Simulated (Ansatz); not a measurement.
Reaction (substitution at a C–B bond): `CBBN` + `CN[SiH2]N` → `CN[SiH2]NC` + `BBN`

Program: Ansatz. Geometries: PBE0-D4/def2-TZVP. ΔE: electronic, gas phase. CCSD(T)/CBS is the MP2 limit (def2-TZVPP, def2-QZVPP) plus CCSD(T) − MP2 in def2-TZVPP, frozen cores. Each species was taken in one conformer, which may not be the lowest.

```json
{"species": "`CBBN`", "CCSD(T)/CBS(def2) energy (Eh)": "-146.57531"}
{"species": "`CN[SiH2]N`", "CCSD(T)/CBS(def2) energy (Eh)": "-441.39942"}
{"species": "`CN[SiH2]NC`", "CCSD(T)/CBS(def2) energy (Eh)": "-480.64497"}
{"species": "`BBN`", "CCSD(T)/CBS(def2) energy (Eh)": "-107.29684"}
```

(1) Work out ΔE.

Largest T1 diagnostic among the species: 0.013.

## Answers

(1) ΔE = (-480.64497) + (-107.29684) − (-146.57531) − (-441.39942) = 0.03292 Eh = +86.4 kJ/mol.

The D4 term adds −3.2 kJ/mol with B3LYP and −1.8 kJ/mol with PBE0; it sums over pairs of atoms, weighted by their polarisabilities, and B3LYP, whose exchange is more repulsive, gets the larger term. In def2-TZVPP, CCSD(T) changes the Hartree–Fock value by +5.8 kJ/mol (the triples alone add +0.4 kJ/mol) and MP2 by +8.9 kJ/mol.

B3LYP here is the variant with VWN-RPA as its local correlation; programs differ in this.
